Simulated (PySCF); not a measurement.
**Orbital energies and ionisation energy**

Compound: Sn(NCS)H3, CH3NSSn.
Structure used (PBE0-D3(BJ)/def2-SVP), in Å, numbered top down from 1:
```
atom  x, y, z in Å
Sn1   -0.0037   -0.0021   -1.2471
N2    -0.0047    0.0172    0.7874
C3     0.0045    0.0068    1.9793
S4     0.0152   -0.0041    3.5631
H5     1.6407   -0.0022   -1.6956
H6    -0.8291    1.4166   -1.7060
H7    -0.8230   -1.4322   -1.6812
```

Level: wB97X-D/def2-SVPD (PySCF). Frontier orbitals with their largest atomic shares (Löwdin; up to four atoms above 4 %):

```csv
orbital,ε (eV),main atoms
HOMO−3,-11.89,"Sn1 37 %, H7 28 %, H5 19 %, C3 5 %"
HOMO−2,-11.89,"Sn1 37 %, H6 30 %, H5 14 %, C3 5 %"
HOMO−1,-8.83,?
HOMO,-8.83,?
LUMO,0.92,"Sn1 55 %, H6 11 %, H7 11 %, H5 11 %"
LUMO+1,0.95,"Sn1 53 %, H7 12 %, H5 12 %, H6 11 %"
LUMO+2,1.39,"Sn1 26 %, S4 20 %, C3 20 %, N2 17 %"
```

**Question.** What vertical ionisation energy does ΔSCF give, and how far is −ε(HOMO) from it?

**Answer.** ΔSCF: 9.22 eV (890 kJ/mol; threshold wavelength 134 nm); ⟨S²⟩ of the doublet left behind is 0.774, against 0.75 for a pure doublet. −ε(HOMO) is 8.83 eV, 0.39 eV below it. For the exact functional −ε(HOMO) would equal the first vertical ionisation energy; wB97X-D (range-separated hybrid) falls short of its own ΔSCF value by 4 %.

**Question.** On which atoms does the HOMO lie?

**Answer.** HOMO: S4 58 %, N2 20 %, C3 19 %; HOMO−1: S4 58 %, N2 20 %, C3 19 %. These 2 orbitals lie within 0.02 eV of one another; within a degenerate set any mixture serves as well, and the shares of a single orbital can change with the mixture. The HOMO−2 lies 3.06 eV lower.

**Question.** Shift the occupied levels rigidly so that −ε(HOMO) equals the ΔSCF value. What binding energies result?

**Answer.** The shift is +0.39 eV: HOMO 9.22, HOMO−1 9.22, HOMO−2 12.28, HOMO−3 12.28 eV. A rigid shift is only a rough guide to the deeper ionisations.

**Question.** With α = 83.3 au, estimate the like-pair dispersion coefficient by London's formula C6 = (3/4)α²I.

**Answer.** I = 0.3388 Eh, so C6 ≈ 1760 au, a rough estimate.

Geometry: PBE0-D3(BJ)/def2-SVP; no solvent, vibrations or thermal averaging. Atoms past krypton carry effective core potentials; spin–orbit coupling is left out.

The pairwise dispersion term of wB97X-D wasn't added to the energies; at a given geometry it leaves orbitals and properties as they are.
